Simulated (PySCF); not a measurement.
# Core-level binding energies of `C[S+](C)[GaH2-][CH2]F`

Species: C3H10FGaS.
SMILES with atom numbers: `[CH3:1][S+:2]([CH3:3])[GaH2-:4][CH2:5][F:6]`

Computed, not measured: delta-SCF UKS SCAN, pcX-2 on the ionised atom, pcseg-1 elsewhere, spin-free X2C in PySCF. Vertical ΔSCF values, vacuum level as zero.

Task: List the computed XPS lines with their assignment.

Result: 
| atom(s) | bonded to | level | binding energy (eV) | above the level's lowest (eV) | count |
| --- | --- | --- | --- | --- | --- |
| S2 | 2 C and Ga | S 1s | 2478.07 | 0.00 | 1 |
| F6 | C | F 1s | 691.60 | 0.00 | 1 |
| C1/C3 | S and 3 H | C 1s | 291.62 | +0.14 | 2 |
| C5 | F, 2 H and Ga | C 1s | 291.48 | 0.00 | 1 |

The 2 C 1s values lie within 0.14 eV of each other; Gaussian lines of 0.5 eV full width would blend them into one maximum.

Task: Which effective nuclear charge Zeff reproduces each element's mean 1s value in the hydrogen-like formula E = 13.606 eV × Zeff²?

Result: C (Z = 6): mean 291.6 eV, Zeff = 4.63, Z − Zeff = 1.37; F (Z = 9): mean 691.6 eV, Zeff = 7.13, Z − Zeff = 1.87; S (Z = 16): mean 2478.1 eV, Zeff = 13.50, Z − Zeff = 2.50. Means run over the listed sites, weighted by atom count.

Task: Which photon wavelength matches the F 1s of F6 threshold?

Result: λ = hc/E = 12398.42 eV Å / 691.60 eV = 17.927 Å.

Topologically equivalent atoms share the value of their first member; where this conformer doesn't relate them by symmetry, their own values could differ. Not every level is listed. No level of gallium is listed. Isolated species at its PBE0-D3(BJ)/def2-SVP geometry (one conformer only).

Conformer computed: `[CH3:1][S+:2]([CH3:3])[GaH2-:4][CH2:5][F:6]`: C1–S2–Ga4–C5 67°, S2–Ga4–C5–F6 -61°.
